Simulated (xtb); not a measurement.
Here is a job for xtb.
```
$ xtb mol.xyz --gfn 1 --opt --json

# file mol.xyz
5

C      0.04094690     0.03779907     0.49306738
F     -0.02621870     1.08252256    -0.30298312
F      0.01087149    -1.06468738    -0.24815897
H     -0.86518825    -0.04698523     1.14474028
H      0.94674572     0.07117541     1.05831493
```

Problem. What is the computed HOMO-LUMO gap (xtb 6.7.1 with GFN1-xTB)?

Solution. 9.66 eV

Problem. What is the computed total energy at the end of the optimisation (GFN1-xTB)?

Solution. -13.476178 Ha
